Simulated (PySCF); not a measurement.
These 2 structures share the formula C7H6N2. Theory: PBE0-D3(BJ)/def2-SVP geometry optimisation, gas phase (PySCF 2.14.0). One conformer each; no zero-point energy, no entropy. No frequencies were run at this level. Point groups hold within 0.08 Å.

Question: Rank from lowest to highest electronic energy at this level (kJ/mol).
A. `Cc1cccc(C#N)n1` (6-methylpyridine-2-carbonitrile)
B. `C1=CC=C2NN=CC2=C1`

Answer: B (0.0), A (51.5).

As drawn, the lower has an N–N linkage and an N–H bond, which the higher lacks; the higher has a C≡N group, which the lower lacks.

| SMILES | E (Eh) | E rel (kJ/mol) | dipole (D) | point group | A, B, C (MHz) |
| --- | --- | --- | --- | --- | --- |
| c1ccc2[nH]ncc2c1 | -379.15319 | 0.0 | 1.73 | Cs | 3996, 1637, 1162 |
| Cc1cccc(C#N)n1 | -379.13356 | 51.5 | 5.71 | Cs | 3283, 1271, 921.6 |

Q: How do the relative energies change in single points at PBE0/pcSseg-1 (no added dispersion term) on the same geometries?

A: 
```tsv
SMILES	PBE0-D3(BJ)/def2-SVP (kJ/mol)	PBE0/pcSseg-1 (kJ/mol)	shift
c1ccc2[nH]ncc2c1	0.0	0.0	0.0
Cc1cccc(C#N)n1	51.5	31.2	-20.3
```

Each column counts from its own lowest isomer. The order is unchanged; the largest shift is 20.3 kJ/mol.
